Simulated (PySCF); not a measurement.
# Ionisation energy along the 4-electron series

Calculated with PySCF 2.14 and a two-component X2C-1e Hamiltonian (Gaussian nucleus, no Breit or QED terms), each ion in its own even-tempered basis scaled to its charge; GMP2 freezes nothing and drops the highest virtual spinors. Values in eV. NIST values: (m) measured, (s) semi-empirical, (t) theoretical.

```json
{"ion": "Sn⁴⁶⁺", "configuration": "[He] 2s2", "GMP2 (spin-free)": "8109.6", "GHF (screened spin-orbit)": "8103.8", "GMP2 (screened spin-orbit)": "8110.1", "NIST": "8103 ± 7 (s)"}
{"ion": "Te⁴⁸⁺", "configuration": "[He] 2s2", "GMP2 (spin-free)": "8834.8", "GHF (screened spin-orbit)": "8829.0", "GMP2 (screened spin-orbit)": "8835.3", "NIST": "8821 ± 4 (t)"}
```

Fill in the row of Sb⁴⁷⁺.

configuration: [He] 2s2; GMP2 (spin-free): 8467.8; GHF (screened spin-orbit): 8462.0; GMP2 (screened spin-orbit): 8468.3; NIST: 8455 ± 4 (t).
